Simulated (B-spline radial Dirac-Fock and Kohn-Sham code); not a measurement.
Ionisation energies of gold ions, computed and tabulated

These are calculated numbers from an atomic code on a B-spline grid; the model is Dirac-Fock energy differences between relaxed states, corrected for Breit and QED terms. Each value is the difference of the configuration-average energies of two neighbouring ions in their tabulated ground configurations. No correlation. NIST's values refer to the lowest levels; many for high charge states are themselves semi-empirical or theoretical. Where a p, d or f shell is open in either ion the computed value averages over both j values and all terms, while the table refers to the lowest levels; that difference holds spin-orbit splitting (largest in heavy or highly charged ions), term energies where several electrons share open shells, and correlation, and it can reach 10 % or more.

| ion | configuration | computed (eV) | NIST (eV) | kind | NIST − computed (eV) |
| --- | --- | --- | --- | --- | --- |
| Au³⁵⁺ | [Kr] 4d8 | 1596.7 | 1584 ± 5 | theoretical | -12.68 |
| Au³⁶⁺ | [Kr] 4d7 | 1653.8 | 1644 ± 5 | theoretical | -9.78 |
| Au³⁷⁺ | [Kr] 4d6 | 1711.5 | 1702 ± 4 | theoretical | -9.50 |
| Au³⁸⁺ | [Kr] 4d5 | 1769.9 | 1758 ± 4 | theoretical | -11.86 |
| Au³⁹⁺ | [Kr] 4d4 | 1828.8 | 1845 ± 4 | theoretical | +16.16 |
| Au⁴⁰⁺ | [Kr] 4d3 | 1888.5 | 1904 ± 4 | theoretical | +15.55 |
| Au⁴¹⁺ | [Kr] 4d2 | 1948.7 | 1967 ± 4 | theoretical | +18.31 |
| Au⁴²⁺ | [Kr] 4d1 | 2009.6 | 2026 ± 4 | theoretical | +16.45 |
| Au⁴³⁺ | [Ar] 3d10 4s2 4p6 | 2305.7 | 2261 ± 4 | theoretical | -44.66 |
| Au⁴⁴⁺ | [Ar] 3d10 4s2 4p5 | 2366.4 | 2320 ± 4 | theoretical | -46.43 |
| Au⁴⁵⁺ | [Ar] 3d10 4s2 4p4 | 2427.7 | 2383 ± 4 | theoretical | -44.67 |
| Au⁴⁶⁺ | [Ar] 3d10 4s2 4p3 | 2489.4 | 2443 ± 4 | theoretical | -46.37 |
| Au⁴⁷⁺ | [Ar] 3d10 4s2 4p2 | 2551.5 | 2640 ± 4 | theoretical | +88.45 |
| Au⁴⁸⁺ | [Ar] 3d10 4s2 4p1 | 2614.2 | 2708 ± 4 | theoretical | +93.81 |
| Au⁴⁹⁺ | [Ar] 3d10 4s2 | 2870.5 | 2870 ± 4 | theoretical | -0.50 |
| Au⁵⁰⁺ | [Ar] 3d10 4s1 | 2938.3 | 2941 ± 1 | semi-empirical | +2.74 |
| Au⁵¹⁺ | [Ar] 3d10 | 4917.2 | 4888 ± 4 | measured | -29.17 |
| Au⁵²⁺ | [Ar] 3d9 | 5058.1 | 5013 ± 4 | theoretical | -45.12 |
| Au⁵³⁺ | [Ar] 3d8 | 5200.6 | 5156 ± 5 | theoretical | -44.65 |

**Question.** Where in this range is the largest relative jump, and why?

**Answer.** From Au⁵⁰⁺ (2938.3 eV) to Au⁵¹⁺ (4917.2 eV), a factor of 1.67. The configuration goes from [Ar] 3d10 4s1 to [Ar] 3d10, so the next electron comes out of a deeper subshell.
